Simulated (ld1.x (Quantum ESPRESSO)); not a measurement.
## As (Z = 33): TM semilocal pseudisation with LDA (PZ), scalar-relativistic reference atom.

As (Z = 33), norm-conserving Troullier–Martins (semilocal form), made with ld1.x (Quantum ESPRESSO) 7.5 (LDA (PZ), scalar-relativistic). Core [Ar] 3d10, reference 4s2 4p3. Waves: 4p (bound): rc 1.55 bohr; 4d channel at -0.15 Ry: rc 1.60 bohr; 4s (bound): rc 1.50 bohr. Local part: the s channel. Core correction: none.

Poles of the logarithmic derivatives, all-electron (AE) and pseudo (PS). s: poles at 3.4 (AE) and 3.1 (PS) Ry. p: poles at no energy (AE) and 4.5 (PS) Ry. d: poles at -2.8 (AE) and 1.5 (PS) Ry. Test radius 1.75 bohr.

* Cutoffs needed: 40 Ry and 70 Ry (the cutoffs (Ry, on a coarse ladder) from which the occupation-weighted sum of valence levels, in a spherical-Bessel basis at the reference potential, stays within 10 and 1 mRy of its value at 400 Ry)
* Ghost test: no extra level below or beside the all-electron valence levels (p, d, s tested); the semilocal form is local in each channel, so this says nothing of the separable form that plane-wave codes build from it (spherical-Bessel basis up to 400 Ry, 20 bohr box)
* Largest excitation error: +95 meV (all-electron minus pseudo) for 4s2 4p0, out of 7 test configurations
